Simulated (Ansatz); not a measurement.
Reaction (formal exchange of groups at a C–As bond): `C[As]1N[SiH2]1` + `[NH2][GaH2]` → `[CH3][GaH][NH2]` + `N1[SiH2][AsH]1`

Computed with Ansatz on PBE0-D4/def2-TZVP structures; ΔE is electronic, products minus reactants. CCSD(T)/CBS is the MP2 limit (def2-TZVPP, def2-QZVPP) plus CCSD(T) − MP2 in def2-TZVPP, frozen cores. DFT in def2-TZVPP. For As, Ga outer-core shells are correlated without core-valence functions, which leaves a few kJ/mol of doubt a bond. Scalar relativity is left out up to krypton. One conformer a species, not always the lowest.

| level | ΔE (eV) |
| --- | --- |
| r2SCAN0 | -0.19 |
| MP2/def2-QZVPP | -0.20 |

Q: What does CCSD(T)/CBS give? (Best estimate.)

A: Ansatz gave: -0.22 eV. The listed levels differ from it by 0.03, 0.02 eV.

Largest T1 diagnostic among the species: 0.014.

The D4 term adds +0.04 eV with B3LYP and +0.02 eV with PBE0; it sums over pairs of atoms, weighted by their polarisabilities, and B3LYP, whose exchange is more repulsive, gets the larger term. Leaving LDA and LC-ωPBE aside and taking each functional with its dispersion term where it has one, the values, not all of them listed here, spread over 0.08 eV, from B2PLYP to B97M-V.

B3LYP here is the variant with VWN-RPA as its local correlation; programs differ in this.
